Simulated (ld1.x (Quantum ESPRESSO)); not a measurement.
## Br (Z = 35): excitation energies, all-electron against TM

ld1.x (Quantum ESPRESSO) 7.5 input, shortened:

```
&input
   title='Br', zed=35., rel=1, dft='PBESOL', iswitch=3,
   config='[Ar] 3d10 4s2 4p3.5'
 /
 &inputp
   pseudotype=2, tm=.true., lloc=1,
   nlcc=.false.
 /
3
4S  1  0   2.00   0.00  1.25  1.25  0.0
3D  3  2  10.00   0.00  1.10  1.10  0.0
4P  2  1   3.50   0.00  1.60  1.60  0.0
 &test
   configts(1)='3d10 4s2 4p3.5'
 /
```

Energies are relative to the spin-unpolarised reference configuration 3d10 4s2 4p3.5; without spin polarisation the order of configurations can differ from experiment.

| valence configuration | charge | ΔE all-electron (eV) | error AE − PS (meV) |
| --- | --- | --- | --- |
| 3d10 4s2 4p5 | 0 | -22.593 | +7.6 |
| 3d10 4s2 4p4 | +1 | -10.039 | +2.2 |
| 3d10 4s2 4p3 | +2 | 12.732 | -1.6 |
| 3d9 4s2 4p6 | 0 | 41.722 | -1030 |
| 3d10 4s2 4p4.5 | +0.5 | -17.519 | +4.9 |

Task: What are ΔE and the potential's error for 3d10 4s2 4p5.3?

Result: ΔE = -24.554 eV all-electron; the error (AE − PS) is +9.0 meV.

Task: What are ΔE and the potential's error for 3d10 4s1 4p6?

Result: ΔE = -10.217 eV all-electron; the error (AE − PS) is +0.7 meV.

Levels in the configuration 3d10 4s1 4p6:

```csv
level,all-electron (eV),pseudo (eV)
3d,-68.256,-68.496
4s,-20.926,-20.937
4p,-8.453,-8.455
```

ld1.x printed “convergence not achieved” for 7 of the counted tests; their residual had stalled under 1e-8, short of the target of 1e-14.
